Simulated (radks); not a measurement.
Neutral dysprosium inside a hard spherical wall (all orbitals vanish at R), configuration held at [Xe] 4f10 6s2 and not refilled when levels cross. Calculated with a radial shooting solver on a logarithmic mesh with Libxc functionals: scalar-relativistic Kohn-Sham, PBE, spin-unpolarised, spherical densities, finite nucleus; Fermi nuclear charge, rms radius 5.2218 fm. Eigenvalues in eV, with the zero of energy where the potential of the charges vanishes at infinity; a dash marks a level that is unbound or too diffuse for the functional's potential to be trusted. A positive occupied level is held by the wall or, in an anion where self-interaction has pushed it up, behind a barrier. The pressure on the wall is -dE/dV.

R (bohr),E (hartree),kinetic (hartree),e(5s),e(5p),e(6s),e(4f),"e(5d, empty)","e(6p, empty)",pressure (GPa)
free,-12156.1758,13112.416,-48.909,-25.353,-3.747,-3.113,-1.173,-1.160,0
15,-12156.1758,13112.416,-48.906,-25.350,-3.745,-3.111,-1.169,-1.143,0.000188
12,-12156.1754,13112.420,-48.874,-25.319,-3.720,-3.079,-1.133,-1.051,0.00593
10,-12156.1732,13112.439,-48.742,-25.188,-3.615,-2.950,-1.000,-0.789,0.0581
5,-12155.8857,13113.643,-44.843,-21.441,2.117,0.988,3.329,8.474,27.5
4,-12155.3125,13115.787,-41.262,-18.057,10.774,4.932,8.103,20.715,150
2.5,-12148.4129,13140.682,-19.206,5.835,83.950,31.198,41.957,108.79,5280
